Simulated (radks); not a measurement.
Q: Valence configurations of Zn I (all share [Ar]). Method: scalar-relativistic Kohn-Sham, r2SCAN, spin-polarised, spherical densities, finite nucleus; open shells are filled with parallel spins first; meta-GGA in the generalised Kohn-Sham scheme; Fermi nuclear charge, rms radius 3.9283 fm; computed with a radial shooting solver on a logarithmic mesh with Libxc functionals. Order these by energy: 3d10 4s2; 3d9 4s1 4p2; 3d10 4s1.5 4p0.5; 3d10 4p2; 3d8 4s2 4p2; 3d7 4s2 4p3; 3d9 4s2 4p1; 3d9 4p3; 3d10 4s1 4p1.

A: From the lowest, in eV above it: 3d10 4s2 0.000; 3d10 4s1.5 4p0.5 2.393; 3d10 4s1 4p1 4.149; 3d10 4p2 9.860; 3d9 4s2 4p1 12.085; 3d9 4s1 4p2 16.149; 3d9 4p3 23.012; 3d8 4s2 4p2 29.665; 3d7 4s2 4p3 53.178. NIST lists [Ar] 3d10 4s2 as the ground configuration; this level of theory agrees among the configurations tried. The energies are those of spherical high-spin densities, not of single terms.
